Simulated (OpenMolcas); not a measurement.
## OpenMolcas run: Ru4+

Ru4+ among 6 point charges of -1.7 e arranged as an octahedron (Oh), 1.69 Å from the ion. With inversion symmetry the input lists one of each pair of outer charges.

Input:

```
&GATEWAY
Coord
1

Ru 0.0 0.0 0.0
Basis=ANO-RCC-VDZP
Group=XYZ
NoMove
AngMom=0.0 0.0 0.0
AMFI
XField
3 Angstrom 0
1.690000 0.000000 0.000000 -1.700000
0.000000 1.690000 0.000000 -1.700000
0.000000 0.000000 1.690000 -1.700000
&SEWARD
* reference wave functions (RASSCF and RASSI steps not shown): 4 electrons in 5 orbitals (4d)
>>> COPY JOB001 $Project.JobIph
&CASPT2
Multistate=5 1 2 3 4 5
NoMult
Frozen=8 6
IPEA=0.25
Imaginary=0.1
MaxIter=60
WThr=0.0 0.3 0.05
PrWF=0.5
NoMix
>>> COPY JOB002 $Project.JobIph
&CASPT2
Multistate=45 1 2 3 4 5 6 7 8 9 10 11 12 13 14 15 16 17 18 19 20 21 22
23 24 25 26 27 28 29 30 31 32 33 34 35 36 37 38 39 40 41 42 43 44 45
NoMult
Frozen=8 6
IPEA=0.25
Imaginary=0.1
MaxIter=60
WThr=0.0 0.3 0.05
PrWF=0.5
NoMix
>>> COPY JOB003 $Project.JobIph
&CASPT2
Multistate=50 1 2 3 4 5 6 7 8 9 10 11 12 13 14 15 16 17 18 19 20 21 22
23 24 25 26 27 28 29 30 31 32 33 34 35 36 37 38 39 40 41 42 43 44 45 46
47 48 49 50
NoMult
Frozen=8 6
IPEA=0.25
Imaginary=0.1
MaxIter=60
WThr=0.0 0.3 0.05
PrWF=0.5
NoMix
```

Launched by
```bash
OMP_NUM_THREADS=1 MOLCAS_MEM=1689 MOLCAS_PROJECT=a pymolcas a.inp > a.log  # once for each step of the input, in one work folder
```

Output, cut to the results:

```
--- CASPT2 ---
Orbital specifications:
      -----------------------

      Symmetry species                           1   2
                                                ag  au
      Frozen orbitals                            8   6
      Inactive orbitals                          1   3
      Active orbitals                            5   0
      Secondary orbitals                         7  13
      Deleted orbitals                           0   0
      Number of basis functions                 21  22
Type of calculation                        SS-CASPT2
      Fock operator                              state-specific
      IPEA shift                                 0.25
      Real shift                                 0.00
      Imaginary shift                            0.10
      The input orbitals will be transformed to quasi-canonical
Reference energy:       -4536.7595338020
      E2 (Non-variational):      -0.2238834920
      Shift correction:          -0.0001051616
      E2 (Variational):          -0.2239886536
      Total energy:           -4536.9835224555
      Residual norm:              0.0000001141
      Reference weight:           0.95544
      Contributions to the CASPT2 correlation energy
      Active & Virtual Only:         -0.0319216839
      One Inactive Excited:          -0.1100833427
      Two Inactive Excited:          -0.0818784654
Reference energy:       -4536.7595338019
      E2 (Non-variational):      -0.2239349973
      Shift correction:          -0.0001052429
      E2 (Variational):          -0.2240402402
      Total energy:           -4536.9835740421
      Residual norm:              0.0000002604
      Reference weight:           0.95542
      Contributions to the CASPT2 correlation energy
      Active & Virtual Only:         -0.0319216728
      One Inactive Excited:          -0.1101358485
      Two Inactive Excited:          -0.0818774760
::    CASPT2 Root  1     Total energy:  -4536.98352246
::    CASPT2 Root  2     Total energy:  -4536.98357404
::    CASPT2 Root  3     Total energy:  -4536.91522515
::    CASPT2 Root  4     Total energy:  -4536.91522515
::    CASPT2 Root  5     Total energy:  -4536.91522521
--- CASPT2 ---
Orbital specifications:
      -----------------------

      Symmetry species                           1   2
                                                ag  au
      Frozen orbitals                            8   6
      Inactive orbitals                          1   3
      Active orbitals                            5   0
      Secondary orbitals                         7  13
      Deleted orbitals                           0   0
      Number of basis functions                 21  22
Type of calculation                        SS-CASPT2
      Fock operator                              state-specific
      IPEA shift                                 0.25
      Real shift                                 0.00
      Imaginary shift                            0.10
      The input orbitals will be transformed to quasi-canonical
Reference energy:       -4536.7261596247
      E2 (Non-variational):      -0.2286818908
      Shift correction:          -0.0001172702
      E2 (Variational):          -0.2287991610
      Total energy:           -4536.9549587857
      Residual norm:              0.0000006899
      Reference weight:           0.95437
      Contributions to the CASPT2 correlation energy
      Active & Virtual Only:         -0.0351025553
      One Inactive Excited:          -0.1095466903
      Two Inactive Excited:          -0.0840326451
Reference energy:       -4536.7261596246
      E2 (Non-variational):      -0.2285032028
      Shift correction:          -0.0001056516
      E2 (Variational):          -0.2286088544
      Total energy:           -4536.9547684790
      Residual norm:              0.0000004656
      Reference weight:           0.95444
      Contributions to the CASPT2 correlation energy
      Active & Virtual Only:         -0.0350566908
      One Inactive Excited:          -0.1094224302
      Two Inactive Excited:          -0.0840240818
::    CASPT2 Root  1     Total energy:  -4536.95495879
::    CASPT2 Root  2     Total energy:  -4536.95476848
::    CASPT2 Root  3     Total energy:  -4536.95476856
::    CASPT2 Root  4     Total energy:  -4536.89873979
::    CASPT2 Root  5     Total energy:  -4536.89871398
::    CASPT2 Root  6     Total energy:  -4536.90056889
::    CASPT2 Root  7     Total energy:  -4536.90054632
::    CASPT2 Root  8     Total energy:  -4536.90060959
::    CASPT2 Root  9     Total energy:  -4536.89725218
::    CASPT2 Root 10     Total energy:  -4536.89721686
::    CASPT2 Root 11     Total energy:  -4536.89729477
::    CASPT2 Root 12     Total energy:  -4536.88887003
::    CASPT2 Root 13     Total energy:  -4536.88804681
::    CASPT2 Root 14     Total energy:  -4536.87333182
::    CASPT2 Root 15     Total energy:  -4536.87358652
::    CASPT2 Root 16     Total energy:  -4536.84708901
::    CASPT2 Root 17     Total energy:  -4536.84708712
::    CASPT2 Root 18     Total energy:  -4536.84755362
::    CASPT2 Root 19     Total energy:  -4536.83670553
::    CASPT2 Root 20     Total energy:  -4536.83671015
::    CASPT2 Root 21     Total energy:  -4536.83698927
::    CASPT2 Root 22     Total energy:  -4536.82363355
::    CASPT2 Root 23     Total energy:  -4536.82356022
::    CASPT2 Root 24     Total energy:  -4536.82363862
::    CASPT2 Root 25     Total energy:  -4536.82154905
::    CASPT2 Root 26     Total energy:  -4536.82154707
::    CASPT2 Root 27     Total energy:  -4536.82184089
::    CASPT2 Root 28     Total energy:  -4536.81407309
::    CASPT2 Root 29     Total energy:  -4536.81415096
::    CASPT2 Root 30     Total energy:  -4536.80352994
--- CASPT2 ---
Orbital specifications:
      -----------------------

      Symmetry species                           1   2
                                                ag  au
      Frozen orbitals                            8   6
...
```

Spin-orbit levels above the lowest (labels of O, the rotations of Oh), with the averaged single-state CASPT2 energies on the diagonal:

| E (cm-1) | Degeneracy | Label | 2S+1 |
| --- | --- | --- | --- |
| 0 | 1 | A1 | 5 (89 %) |
| 320 | 3 | T1 | 5 |
| 590 | 2 | E | 5 |
| 740 | 3 | T2 | 5 |
| 890 | 1 | A2 | 5 |
| 6310 | 1 | A1 | 3 (87 %) |
| 6970 | 3 | T1 | 3 |
| 7500 | 3 | T2 | 3 |
| 7700 | 2 | E | 3 |
| 14620 | 1 | A1 | 5 (81 %) |
| 14810 | 3 | T2 | 5 (56 %) |
| 14840 | 3 | T1 | 5 (88 %) |
| 15280 | 2 | E | 5 (64 %) |
| 15290 | 3 | T2 | 5 (57 %) |
| 15590 | 3 | T1 | 5 (85 %) |
| 16510 | 3 | T2 | 5 (72 %) |
| 17190 | 2 | E | 1 (66 %) |
| 18540 | 1 | A1 | 3 (78 %) |
| 18920 | 3 | T1 | 3 (88 %) |
| 19310 | 3 | T1 | 3 |

Roots that are degenerate in the reference are averaged as groups; the widest CASPT2 spread within a group is 300 cm-1 (the 3-fold group of multiplicity 1 near 79000 cm-1 above the lowest state of its run). Shifts and gaps below about the spread of the groups concerned are not significant. An orbital doublet at a regular site is open to a Jahn-Teller distortion, which this geometry leaves out. This shell can be high or low spin here, a state of another spin lies low, and with metal d orbitals alone active their balance is uncertain, so the ground spin may be wrong. Point charges give a weaker field than real ligands, and real ions of this kind are as a rule low spin; the high spin found here belongs to the model. Free-ion shares, where given, are those of the reference states; single-state CASPT2 does not remix them. Point charges carry no covalency, so the field is a model and not that of real ligands. No measured value stands beside these numbers.

The CASPT2 steps took 11 s on 1 thread of Arm Neoverse N1, on a shared host; the integral step is not counted.
